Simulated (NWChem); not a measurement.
Molecule: Si2PH6, doublet; SMILES [SiH3][P][SiH3]

### Question
Give the equilibrium geometry at PBE-D3(BJ)/def2-SVP, spin-unrestricted (NWChem) as a list of bonds and angles, with the point group.

### Answer
point group C2; any orientation.
Bonded distances (Å): Si1–P2 2.271, Si1–H4 1.504, Si1–H5 1.508, Si1–H6 1.508, P2–Si3 2.271, Si3–H7 1.508, Si3–H8 1.504, Si3–H9 1.508. Angles (°): P2–Si1–H4 109.8, P2–Si1–H5 109.0, P2–Si1–H6 112.0, H4–Si1–H5 108.8, H4–Si1–H6 109.0, H5–Si1–H6 108.1, Si1–P2–Si3 93.2, P2–Si3–H7 109.0, P2–Si3–H8 109.8, P2–Si3–H9 112.0, H7–Si3–H8 108.8, H7–Si3–H9 108.1, H8–Si3–H9 109.0.
